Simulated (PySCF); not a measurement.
These are TPSSh-D3(BJ)/def2-TZVP // CAM-B3LYP-D3(BJ)/def2-TZVP (PySCF 2.14.0) values and carry that method's errors. Gas-phase values, no solvent. Excitations are Tamm–Dancoff values on a coarser integration grid. The basis has no diffuse functions, so Rydberg states are missing or too high.

Reference species (SMILES): `ClB(I)I` (neutral, multiplicity 1).

```yaml
S1 oscillator strength: 0.000
HOMO: -6.99 eV
S1–T1 gap (TDA): 0.15 eV
```

After one change: the S1 oscillator strength stays essentially unchanged; the HOMO rises by 0.19 eV; the S1–T1 gap (TDA) hardly moves.

**Question.** Which change was made? The new species is one of these.
A) `ClB(Cl)Cl`
B) `ClB(Cl)I`
C) `IB(I)I`

**Answer.** C, `IB(I)I`
